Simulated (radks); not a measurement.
The arsenic anion As- inside a hard spherical wall (all orbitals vanish at R), configuration held at [Ar] 3d10 4s2 4p4 and not refilled when levels cross. All-electron calculation, non-relativistic Kohn-Sham, r2SCAN, spin-polarised, spherical densities, point nucleus; open shells are filled with parallel spins first; meta-GGA in the generalised Kohn-Sham scheme. Program: a radial shooting solver on a logarithmic mesh with Libxc functionals. Eigenvalues in eV for spin up, with the zero of energy where the potential of the charges vanishes at infinity; a dash marks a level that is unbound or too diffuse for the functional's potential to be trusted. A positive occupied level is held by the wall or, in an anion where self-interaction has pushed it up, behind a barrier. The pressure on the wall is -dE/dV.

| R (bohr) | E (hartree) | kinetic (hartree) | e(3p) | e(3d) | e(4s) | e(4p) | e(5s, empty) | e(5p, empty) | pressure (GPa) |
|---|---|---|---|---|---|---|---|---|---|
| 12 | -2235.87138 | 2234.470 | -128.30 | -35.159 | -8.197 | 0.478 | 3.866 | 5.002 | 0.0101 |
| 8 | -2235.85927 | 2234.527 | -127.50 | -34.359 | -7.505 | 1.108 | 6.675 | 9.755 | 0.364 |
| 7 | -2235.84336 | 2234.602 | -126.83 | -33.698 | -6.993 | 1.620 | 8.616 | 12.605 | 1.17 |
| 6 | -2235.80172 | 2234.787 | -125.56 | -32.435 | -6.066 | 2.616 | 12.213 | 17.445 | 4.36 |
| 5 | -2235.67905 | 2235.297 | -122.96 | -29.872 | -4.233 | 4.744 | 19.600 | 26.613 | 19.6 |
| 3.5 | -2234.71614 | 2238.657 | -112.49 | -19.613 | 4.183 | 15.110 | 53.966 | 65.532 | 296 |
